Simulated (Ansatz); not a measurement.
System: sum formula AlOCl, net charge -1, doublet state. 
Geometry from a B3LYP-D3(BJ)/def2-TZVP (Ansatz, a program for electronic structure) optimisation:
```xyz
3

Al     0.1739     0.2632    -0.7919
O     -0.4137     1.7857    -0.9521
Cl     0.0617    -1.0415     1.0536
```
Charge -1, spin multiplicity 2.

Parts of the frozen-core correlation energy in 6-31G* (Ansatz, hartree). Frozen orbitals: 11; correlated occupied orbitals by spin: 9 and 8; virtual: 33 and 34. UHF or UKS for open shells. Spin-orbit coupling is left out. No relativistic terms.

| term | value |
|---|---|
| reference (HF) | -776.32461 |
| MP2 opposite-spin | … |
| MP2 same-spin | … |
| CCSD correlation | … |
| (T) | -0.01313 |
| T1 diagnostic | 0.029 |
| largest doubles amplitude | 0.062 |
| <S^2> of the reference | 0.765 |

Question: Fill in the missing entries.

Answer: 
- MP2 opposite-spin, value: -0.27127
- MP2 same-spin, value: -0.10474
- CCSD correlation, value: -0.38616
